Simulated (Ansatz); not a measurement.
Input and output for C3H4ClI, SMILES `C/C(Cl)=C\I`.

```yaml
crystal:
  periodic: [false, false, false]
  atoms:
    - {symbol: C, position_ang: [-0.177389, -0.723258, -0.903468]}
    - {symbol: C, position_ang: [0.368014, -0.153212, 0.351244]}
    - {symbol: Cl, position_ang: [1.582444, -1.144726, 1.106753]}
    - {symbol: C, position_ang: [0.060223, 0.984330, 0.958636]}
    - {symbol: I, position_ang: [-1.348247, 2.334795, 0.262954]}
    - {symbol: H, position_ang: [-0.932072, -0.065233, -1.332725]}
    - {symbol: H, position_ang: [0.625363, -0.868871, -1.630527]}
    - {symbol: H, position_ang: [-0.624442, -1.701300, -0.709074]}
    - {symbol: H, position_ang: [0.534506, 1.291174, 1.879308]}
basis:
  gaussian: {orbitals: def2-mTZVPP, final_grid: {core_spheres: 5, valence_spheres: 4, degree: 11}}
magnetization: {spin_polarized: true, initial_magnetization: 2}
hamiltonian: {xc: {name: HSE06}, dispersion: d3bj}
```

```sh
$ ansatz run in.yaml --threads 4 --pin off --events-out ev --progress --plain --max-ram 10444MiB
```

Output, abridged:

```
Functional definition: HSE06
1296 factors; integrals over basis functions are off by at most 9.8e-4 eV
87 factors; integrals over basis functions are off by at most 5.7e-7 eV
mean field evaluation 1: about -23769.4216 eV, gradient 5.5e1 eV
mean field evaluation 2: about -23704.6173 eV, gradient 1.1e2 eV
mean field evaluation 4: about -23785.5515 eV, gradient 1.0e1 eV
mean field evaluation 8: about -23786.1622 eV, gradient 5.8e-1 eV
mean field evaluation 16: about -23786.1642 eV, gradient 8.3e-4 eV
mean field -23786.16416809 eV, -874.1254103361 hartree, gradient 1.4e-5 eV, S^2 2.010625; 3 other end points of the search recorded, 0 dependent functions left out
reference -23786.16420342 eV, -874.1254116345 hartree; 33, 31 occupied and 107, 109 virtual orbitals, 1296 factors
Total energy: -23786.35467245 eV, -874.1324112423 hartree
```

It took 4.3 s on 4 threads of an Intel Xeon 6975P-C on a shared host, with 0.51 GiB of host memory at the peak.
